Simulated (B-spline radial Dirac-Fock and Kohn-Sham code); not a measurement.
**Run log: Be**

ΔSCF core binding energies without Breit or QED terms, calculated with an atomic code on a B-spline grid. Keys: rel is the Hamiltonian (dirac, or spin-free x2c and nr, where L3 and M5 stand for the whole 2p and 3d shells), method is hf or an exchange,correlation pair (spin-unpolarised, also for the hole states), nuc the nuclear model, radius_factor scales its radius, rmax is the box in bohr, h the logarithmic mesh step, order the B-spline order, points the quadrature points per cell, c_factor scales the speed of light, and damp, ndamp, maxit and tol steer the iteration. The run stops when the commutator error falls below 10·tol·max(1, Z/10), or the numerical noise floor, and the energy has settled to about 1e-8 Ha; the virial ratio is −V/T.

Input (task.json):

```json
{"items": [{"Z": 4, "q": 0, "cfg": [[1, 0, 2], [2, 0, 2]], "A": 9, "rrms": 2.519, "do": "settings", "holes": ["K", "L3", "M5"],
  "settings": [{"rel": "dirac", "method": "hf", "nuc": "fermi", "radius_factor": 1.0, "rmax": 45.0, "h": 0.3, "order": 8, "points": 10, "c_factor": 1.0, "maxit": 5, "damp": 0.5, "ndamp": 3, "tol": 1e-08}]}]}
```

Command: `python xray2_run.py task.json out`

Ground-state iterations:

```
iter   energy (Ha)        error
   1      -14.39983756  1.39e-01
   2      -14.57214049  9.51e-03
   3      -14.57442804  5.88e-03
   4      -14.57530333  3.67e-03
   5      -14.57584281  9.66e-04
```

The ground state had not converged after 5 iterations, with total energy -14.57584 Ha, virial ratio 2.00032 and highest orbital energy -8.45 eV. ΔSCF binding energies: K (1s) 123.4 eV (not all states converged, so these are not final). Holes are computed only in closed shells, and unreliable hole states are left out.

Problem. One setting is unsound. Which, and why?

Solution. maxit ends the run before self-consistency. With the default settings (Dirac Hartree-Fock): The ground state converged in 9 iterations, with total energy -14.57589 Ha, virial ratio 1.99961 and highest orbital energy -8.42 eV. ΔSCF binding energies: K (1s) 123.4 eV. Holes are computed only in closed shells, and unreliable hole states are left out.
